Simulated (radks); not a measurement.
Valence configurations of Os+ (all share [Xe]). Method: scalar-relativistic Kohn-Sham, BLYP, spin-polarised, spherical densities, point nucleus; open shells are filled with parallel spins first (spin-orbit coupling, left out, can overturn this in heavy ions); computed with a radial shooting solver on a logarithmic mesh with Libxc functionals. Energies are relative to 4f14 5d6 6s1; eigenvalues in eV for spin up.

valence               E (eV)  moment (Bohr magnetons)    e(4f)    e(5d)   e(6p)    e(6s)
4f14 5d6 6s1           0.000                        5  -59.701  -14.912       -  -13.754
4f13.5 5d6.5 6s1      24.488                        5  -65.083  -15.501       -  -13.849
4f14 5d6 6p1           6.402                        5  -61.275  -16.290  -8.240        -
4f13.5 5d6 6s1 6p0.5  27.518                        6  -67.370  -17.340  -8.222  -14.934
4f14 5d5 6s1 6p1       5.618                        7  -64.202  -18.486  -8.870  -15.856
4f12 5d8 6s1          110.54                        5  -81.806  -17.167       -  -14.053
4f14 5d6.5 6s0.5       0.686                        4  -58.341  -13.867       -  -13.188
4f14 5d5 6s2           0.700                        5  -62.753  -17.106       -  -14.643
4f13 5d6 6s1 6p1      58.251                        7  -75.297  -19.869  -8.991  -16.110
4f12 5d7 6s1 6p1      119.33                        7  -86.776  -21.195  -9.093  -16.326

NIST lists [Xe] 4f14 5d6 6s1 as the ground configuration; this level of theory agrees among the configurations tried. The energies are those of spherical high-spin densities, not of single terms.
